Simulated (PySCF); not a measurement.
C2H5FOSi2.

```xyz
11

O     -1.7455     1.6668    -0.2377
C     -0.8926     0.8213    -0.3220
C      0.1288     0.6734    -1.4662
Si     1.6356     0.0044    -0.4604
Si    -0.1517    -0.4397     1.0117
F     -0.7692    -1.9480     0.8668
H     -0.2087    -0.1712    -2.0990
H      0.2073     1.5722    -2.0969
H      2.5618     1.0833    -0.0166
H      2.3756    -1.1015    -1.1237
H     -0.2409    -0.0585     2.4477
```

Geometry: B3LYP-D3(BJ)/def2-SVP. The structure was generated by enumeration; whether it is a known compound was not checked.

The numbers are results of PBE/pcSseg-1 run with PySCF, not measurements. Non-relativistic, no solvent.

Computed absolute GIAO shielding of each atom: isotropic value and principal components (ppm):
```
atom  σ(iso)      σ11     σ22    σ33    span
----  ------  -------  ------  -----  ------
O1    -464.2  -1201.2  -426.4  235.1  1436.4
C2     -48.4   -106.1   -94.5   55.2   161.3
C3     122.0     69.8   117.1  179.0   109.2
Si4    434.3    380.4   435.4  487.2   106.8
Si5    276.2    173.8   266.8  388.0   214.2
F6     383.5    320.2   362.3  467.9   147.8
H7      28.0     24.9    26.5   32.8     7.9
H8      27.9     24.2    27.4   32.1     8.0
H9      27.5     24.1    25.5   32.9     8.8
H10     27.2     24.2    24.9   32.6     8.5
H11     24.7     22.4    22.9   28.8     6.5
```
